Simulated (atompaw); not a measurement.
# Logarithmic derivatives: W (Z = 74), PAW (atompaw)

```
Element                 : W (Z = 74)
Generator               : atompaw 4.2.0.5
Type                    : PAW
Functional              : LDA (PW92)
Relativity              : scalar-relativistic
Frozen core             : [Kr] 4d10 4f14
Valence charge          : 14
Reference configuration : 5s2 5p6 5d4 6s2 6p0
Partial waves           : 5s (bound): rc 1.75 bohr; 6s (bound): rc 2.25 bohr; 5p (bound): rc 2.25 bohr; 6p (bound, empty): rc 2.25 bohr; 5d (bound): rc 2.25 bohr; 5d channel at 1.15 Ry: rc 2.25 bohr
Local potential         : bessel scheme, radius 1.70 bohr
Core correction         : smooth core density matched at 2.10 bohr
Augmentation charge     : sinc compensation charge, radius 1.60 bohr; PAW radius 2.25 bohr; waves and projectors: custom rrkj vanderbiltortho
```

The phase is arctan(r·u′/u) with u = r·R(r), unwrapped; energies in Ry, scanned from -8 to 5 Ry. A pole is an energy at which the radial function vanishes at the test radius. The pseudo phase is shifted by a multiple of π to meet the all-electron one at the reference energy, and phase errors are pseudo minus all-electron; the curves can meet again beyond the range given. Levels narrower than the energy grid can be missing from the lists of poles.

For each channel, where are the poles, and over which energies does the pseudopotential scatter like the atom?

```json
{"channel": "s", "radius (bohr)": "2.26", "reference energy (Ry)": "-0.43", "poles, all-electron": "-5.73, 4.38", "poles, pseudo": "-5.73, 3.82", "unbroken range about the reference energy with phases within 0.05 rad": "below 4.8", "phase error 1 Ry above the reference energy (rad)": "-0.013"}
{"channel": "p", "radius (bohr)": "2.26", "reference energy (Ry)": "-0.11", "poles, all-electron": "-2.90", "poles, pseudo": "-2.90, 4.61", "unbroken range about the reference energy with phases within 0.05 rad": "below 1.2", "phase error 1 Ry above the reference energy (rad)": "-0.014"}
{"channel": "d", "radius (bohr)": "2.26", "reference energy (Ry)": "-0.34", "poles, all-electron": "0.85", "poles, pseudo": "0.85", "unbroken range about the reference energy with phases within 0.05 rad": "below 4.4", "phase error 1 Ry above the reference energy (rad)": "-0.000"}
```

Phases in the p channel:

| E (Ry) | all-electron | pseudo |
| --- | --- | --- |
| -8.00 | 1.397 | 1.394 |
| -7.76 | 1.393 | 1.390 |
| -7.52 | 1.389 | 1.386 |
| -7.28 | 1.385 | 1.382 |
| -7.04 | 1.381 | 1.378 |
| -6.80 | 1.376 | 1.373 |
| -6.56 | 1.371 | 1.367 |
| -6.32 | 1.365 | 1.361 |
| -6.08 | 1.358 | 1.354 |
| -5.84 | 1.351 | 1.347 |
| -5.60 | 1.342 | 1.338 |
| -5.36 | 1.332 | 1.328 |
| -5.12 | 1.319 | 1.315 |
| -4.88 | 1.304 | 1.300 |
| -4.64 | 1.284 | 1.280 |
| -4.40 | 1.257 | 1.252 |
| -4.16 | 1.215 | 1.209 |
| -3.92 | 1.139 | 1.133 |
| -3.68 | 0.953 | 0.944 |
| -3.44 | 0.081 | 0.068 |
| -3.20 | -1.264 | -1.264 |
| -2.96 | -1.539 | -1.540 |
| -2.72 | -1.637 | -1.638 |
| -2.48 | -1.690 | -1.692 |
| -2.24 | -1.726 | -1.728 |
| -2.00 | -1.755 | -1.756 |
| -1.76 | -1.779 | -1.781 |
| -1.52 | -1.802 | -1.804 |
| -1.28 | -1.826 | -1.827 |
| -1.04 | -1.850 | -1.851 |
| -0.80 | -1.876 | -1.877 |
| -0.56 | -1.905 | -1.906 |
| -0.32 | -1.939 | -1.939 |
| -0.08 | -1.979 | -1.980 |
| 0.16 | -2.029 | -2.029 |
| 0.40 | -2.091 | -2.093 |
| 0.64 | -2.173 | -2.178 |
| 0.88 | -2.283 | -2.296 |
| 1.12 | -2.437 | -2.468 |
| 1.36 | -2.655 | -2.725 |
| 1.60 | -2.953 | -3.084 |
| 1.84 | -3.307 | -3.494 |
| 2.08 | -3.643 | -3.843 |
| 2.32 | -3.906 | -4.089 |
| 2.56 | -4.093 | -4.254 |
| 2.80 | -4.224 | -4.369 |
| 3.04 | -4.320 | -4.452 |
| 3.28 | -4.391 | -4.515 |
| 3.52 | -4.446 | -4.565 |
| 3.76 | -4.490 | -4.606 |
| 4.00 | -4.526 | -4.641 |
| 4.24 | -4.555 | -4.671 |
| 4.48 | -4.580 | -4.699 |
| 4.72 | -4.602 | -4.724 |
| 4.96 | -4.621 | -4.748 |
